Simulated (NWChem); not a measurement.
System: CH4Cl2OSn; SMILES [CH3][Sn]([OH])([Cl])[Cl]

Input file for NWChem:

```
start job
memory heap 200 mb stack 900 mb global 1100 mb
geometry units angstroms noautosym nocenter noautoz
  C     -1.954842    -0.018455     1.275697
  Sn    -0.301721     0.018289    -0.052907
  O     -0.958221    -0.056108    -1.905493
  Cl     1.169086    -1.781837     0.264863
  Cl     1.011475     1.949613     0.170751
  H     -1.946925     0.900086     1.876211
  H     -1.868639    -0.900105     1.923512
  H     -2.869570    -0.074156     0.670665
  H     -0.248181    -0.042508    -2.558956
end
basis spherical
  C library def2-svp
  Sn library def2-svp
  O library def2-svp
  Cl library def2-svp
  H library def2-svp
end
ecp
  Sn library def2-ecp
end
dft
  xc b3lyp
  iterations 150
end
property
  response 1 0.0773
end
task dft property
```

Output (shortened):

```
             Northwest Computational Chemistry Package (NWChem) 7.3.0
             --------------------------------------------------------

                             Geometry "geometry" -> ""
                             -------------------------

 Output coordinates in angstroms (scale by  1.889725989 to convert to a.u.)

  No.       Tag          Charge          X              Y              Z
 ---- ---------------- ---------- -------------- -------------- --------------
    1 C                    6.0000    -1.95484200    -0.01845500     1.27569700
    2 Sn                  50.0000    -0.30172100     0.01828900    -0.05290700
    3 O                    8.0000    -0.95822100    -0.05610800    -1.90549300
    4 Cl                  17.0000     1.16908600    -1.78183700     0.26486300
    5 Cl                  17.0000     1.01147500     1.94961300     0.17075100
    6 H                    1.0000    -1.94692500     0.90008600     1.87621100
    7 H                    1.0000    -1.86863900    -0.90010500     1.92351200
    8 H                    1.0000    -2.86957000    -0.07415600     0.67066500
    9 H                    1.0000    -0.24818100    -0.04250800    -2.55895600

 Effective nuclear repulsion energy (a.u.)     761.4282179727

                                 NWChem DFT Module
                                 -----------------

 Summary of "ao basis" -> "ao basis" (spherical)
 ------------------------------------------------------------------------------
       Tag                 Description            Shells   Functions and Types
 ---------------- ------------------------------  ------  ---------------------
 C                          def2-svp                 6       14   3s2p1d
 Sn                         def2-svp                10       26   4s4p2d
 O                          def2-svp                 6       14   3s2p1d
 Cl                         def2-svp                 8       18   4s3p1d
 H                          def2-svp                 3        5   2s1p

            General Information
            -------------------
          SCF calculation type: DFT
          Wavefunction type:  closed shell.
          No. of atoms     :     9
          No. of electrons :    74
           Alpha electrons :    37
            Beta electrons :    37
          Charge           :     0
          Spin multiplicity:     1
          Use of symmetry is: off; symmetry adaption is: off
          Maximum number of iterations: 150
          AO basis - number of functions:   110
                     number of shells:    50
          Convergence on energy requested:  1.00D-06
          Convergence on density requested:  1.00D-05
          Convergence on gradient requested:  5.00D-04

              XC Information
              --------------
                         B3LYP Method XC Potential
                     Hartree-Fock (Exact) Exchange  0.200
                        Slater Exchange Functional  0.800 local
                    Becke 1988 Exchange Functional  0.720 non-local
              Lee-Yang-Parr Correlation Functional  0.810
                  VWN I RPA Correlation Functional  0.190 local

             Grid Information
             ----------------
          Grid used for XC integration:  medium
          Radial quadrature: Mura-Knowles
          Angular quadrature: Lebedev.
          Tag              B.-S. Rad. Rad. Pts. Rad. Cut. Ang. Pts.
          ---              ---------- --------- --------- ---------
          C                   0.70       49          11.0       434
          Sn                  1.45      123           9.0       590
          O                   0.60       49          11.0       434
          Cl                  1.00       88          11.0       590
          H                   0.35       45          12.0       434
          Grid pruning is: on
          Number of quadrature shells:   577
          Spatial weights used:  Erf1

      Superposition of Atomic Density Guess
      -------------------------------------

 Sum of atomic energies:       -1282.05586184

      Non-variational initial energy
      ------------------------------

 Total energy =   -1247.434685
 1-e energy   =   -2643.097348
 2-e energy   =     973.633061
 HOMO         =      -0.375558
 LUMO         =      -0.039142

   convergence    iter        energy       DeltaE   RMS-Dens  Diis-err
 ---------------- ----- ----------------- --------- --------- ---------
 d= 0,ls=0.0,diis     1  -1250.1484254368 -1.67D+03  1.86D-02  8.94D-01
 d= 0,ls=0.0,diis     2  -1249.9799827826  1.68D-01  1.10D-02  2.50D+00
 d= 0,ls=0.0,diis     3  -1250.2518340588 -2.72D-01  2.86D-03  8.79D-02
 d= 0,ls=0.0,diis     4  -1250.2581343263 -6.30D-03  1.33D-03  2.60D-02
 d= 0,ls=0.0,diis     5  -1250.2616085877 -3.47D-03  1.22D-04  1.74D-04
  Resetting Diis
 d= 0,ls=0.0,diis     6  -1250.2616229998 -1.44D-05  5.41D-05  3.73D-05
 d= 0,ls=0.0,diis     7  -1250.2616279345 -4.93D-06  3.01D-05  3.58D-06
 d= 0,ls=0.0,diis     8  -1250.2616273781  5.56D-07  1.84D-05  7.51D-06
 d= 0,ls=0.0,diis     9  -1250.2616284147 -1.04D-06  1.89D-06  6.37D-08
 d= 0,ls=0.0,diis    10  -1250.2616284201 -5.37D-09  6.43D-07  1.33D-08

         Total DFT energy =    -1250.261628420106
      One electron energy =    -2646.154357528578
           Coulomb energy =     1064.129411403645
    Exchange-Corr. energy =      -90.266284782025
 Nuclear repulsion energy =      422.029602486852

 Numeric. integr. density =       74.000005421405

                       DFT Final Molecular Orbital Analysis
                       ------------------------------------

 Vector   35  Occ=2.000000D+00  E=-3.133351D-01
              MO Center=  7.2D-01,  6.4D-02, -1.0D-01, r^2= 5.2D+00
   Bfn.  Coefficient  Atom+Function         Bfn.  Coefficient  Atom+Function
  ----- ------------  ---------------      ----- ------------  ---------------
    66      0.286996  4 Cl py                84      0.283777  5 Cl py
    67     -0.257179  4 Cl pz                45      0.251838  3 O  py
    85      0.244048  5 Cl pz                63      0.211743  4 Cl py
    81      0.208630  5 Cl py                83     -0.200319  5 Cl px
    48      0.184574  3 O  py                64     -0.184993  4 Cl pz

 Vector   36  Occ=2.000000D+00  E=-3.114215D-01
              MO Center=  3.8D-01,  4.7D-02,  1.4D-01, r^2= 5.5D+00
   Bfn.  Coefficient  Atom+Function         Bfn.  Coefficient  Atom+Function
  ----- ------------  ---------------      ----- ------------  ---------------
    67      0.319157  4 Cl pz                85      0.316631  5 Cl pz
    64      0.242066  4 Cl pz                82      0.240207  5 Cl pz
    83     -0.215580  5 Cl px                65     -0.214161  4 Cl px
     4     -0.180700  1 C  px                80     -0.160055  5 Cl px
    62     -0.158992  4 Cl px                46      0.147295  3 O  pz

 Vector   37  Occ=2.000000D+00  E=-3.078145D-01
              MO Center=  4.6D-01,  4.0D-02, -4.4D-01, r^2= 5.2D+00
   Bfn.  Coefficient  Atom+Function         Bfn.  Coefficient  Atom+Function
  ----- ------------  ---------------      ----- ------------  ---------------
    45      0.357419  3 O  py                48      0.276424  3 O  py
    83      0.252612  5 Cl px                85      0.238697  5 Cl pz
    65     -0.236023  4 Cl px                67     -0.228788  4 Cl pz
    66     -0.215911  4 Cl py                84     -0.183403  5 Cl py
    80      0.182460  5 Cl px                82      0.172797  5 Cl pz

 Vector   38  Occ=0.000000D+00  E=-6.641387D-02
              MO Center= -5.8D-02,  3.0D-02,  8.3D-03, r^2= 4.6D+00
   Bfn.  Coefficient  Atom+Function         Bfn.  Coefficient  Atom+Function
  ----- ------------  ---------------      ----- ------------  ---------------
    17      0.778108  2 Sn s                 18      0.601496  2 Sn s
     3     -0.454490  1 C  s                 84      0.344632  5 Cl py
    66     -0.324295  4 Cl py                16     -0.283854  2 Sn s
    43     -0.255765  3 O  s                 15     -0.222168  2 Sn s
    65      0.222142  4 Cl px                 7     -0.206180  1 C  px

 Vector   39  Occ=0.000000D+00  E= 1.043334D-02
              MO Center= -2.9D-01,  1.1D-02, -3.5D-01, r^2= 5.1D+00
   Bfn.  Coefficient  Atom+Function         Bfn.  Coefficient  Atom+Function
  ----- ------------  ---------------      ----- ------------  ---------------
    30      0.663582  2 Sn pz                43      0.582655  3 O  s
    28      0.357105  2 Sn px                27      0.351250  2 Sn pz
   107     -0.351916  9 H  s                 25      0.277737  2 Sn px
   102      0.227523  8 H  s                 92     -0.194776  6 H  s
    97     -0.194881  7 H  s                 66     -0.169734  4 Cl py

 Vector   40  Occ=0.000000D+00  E= 1.677534D-02
              MO Center= -5.1D-01,  1.1D-02, -7.9D-03, r^2= 4.4D+00
   Bfn.  Coefficient  Atom+Function         Bfn.  Coefficient  Atom+Function
  ----- ------------  ---------------      ----- ------------  ---------------
    29      0.829936  2 Sn py                26      0.560998  2 Sn py
    92     -0.318764  6 H  s                 97      0.319449  7 H  s
    58      0.302682  4 Cl s                 76     -0.302438  5 Cl s
    65     -0.294988  4 Cl px                83      0.281382  5 Cl px
    48     -0.188818  3 O  py                45     -0.187630  3 O  py

[...]

 DFT Linear Response polarizability / au
 Frequency  =       0.0773000 / au
 Wavelength =     589.4353558 / nm
              X              Y              Z
 -----------------------------------------------
 X      69.9478949     -0.1168298     -3.7396981
 Y      -0.1168313     70.5473486     -0.4429102
 Z      -3.7397597     -0.4429128     59.3694967
 -----------------------------------------------
 Eigenvalues =      71.1373311     70.5633437     58.1640654
 Isotropic   =      66.6215801
 Anisotropic =      12.6960070
 -----------------------------------------------

 Magnetic Dipole Response Matrix (nonzero elements):
```

Level: B3LYP/def2-SVP with def2 effective core potentials on Sn. Geometry: optimised at PBE0/def2-SVP. Not confirmed as a minimum by frequencies. def2 effective core potentials on Sn; no spin-orbit coupling.
